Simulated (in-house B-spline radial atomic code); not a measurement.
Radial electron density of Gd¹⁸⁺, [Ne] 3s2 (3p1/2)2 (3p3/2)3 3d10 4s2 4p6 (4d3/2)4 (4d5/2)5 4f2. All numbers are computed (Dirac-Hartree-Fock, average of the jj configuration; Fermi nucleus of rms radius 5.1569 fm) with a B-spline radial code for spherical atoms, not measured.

Columns: r (bohr), 4πr²n(r) (electrons per bohr), bar.

```
0.000797    2.865 #
 0.00096    3.902 ##
 0.00116    5.319 ##
  0.0014    7.195 ###
 0.00168    9.586 ####
 0.00203    12.81 #####
 0.00245    16.93 #######
 0.00295    22.06 #########
 0.00356    28.45 ###########
 0.00429    36.04 ##############
 0.00517    44.81 ##################
 0.00624    54.53 #####################
 0.00752    64.48 #########################
 0.00907    73.89 #############################
  0.0109    81.43 ################################
  0.0132    86.28 ##################################
  0.0159    87.25 ##################################
  0.0192    84.61 #################################
  0.0231    80.05 ###############################
  0.0279    76.45 ##############################
  0.0336    77.44 ##############################
  0.0405    84.98 #################################
  0.0489    97.52 ######################################
  0.0589    108.9 ###########################################
  0.0711    112.1 ############################################
  0.0857    104.4 #########################################
   0.103    92.05 ####################################
   0.125    85.67 ##################################
    0.15    90.42 ####################################
   0.181    96.59 ######################################
   0.218    88.82 ###################################
   0.263    65.32 ##########################
   0.318    43.25 #################
   0.383    38.68 ###############
   0.462    44.73 ##################
   0.557     43.8 #################
   0.671    30.84 ############
   0.809    15.02 ######
   0.976    4.936 ##
    1.18    1.041 
    1.42   0.1446 
    1.71  0.01214 
    2.06 0.0005772
```

On this grid the curve has 4 maxima, near 0.0159, 0.0711, 0.181, 0.462 bohr.

The 4d3/2 radial function P(r) = rR(r), positive near the nucleus, with its small component Q(r) (sign convention: Q ≈ (P' + κP/r)/2c):

```csv
r (bohr),P,Q
0.00624,0.001822,0.003847
0.00907,0.004753,0.007413
0.0132,0.01238,0.01386
0.0192,0.03155,0.02473
0.0279,0.07695,0.0412
0.0405,0.1749,0.0622
0.0589,0.3591,0.0814
0.0857,0.629,0.08496
0.125,0.8573,0.05819
0.181,0.7273,0.00618
0.263,-0.03066,-0.03924
0.383,-1.091,-0.04321
0.557,-1.483,-0.01659
0.809,-0.9209,0.001197
1.18,-0.2476,0.002146
1.71,-0.0227,0.0003045
```
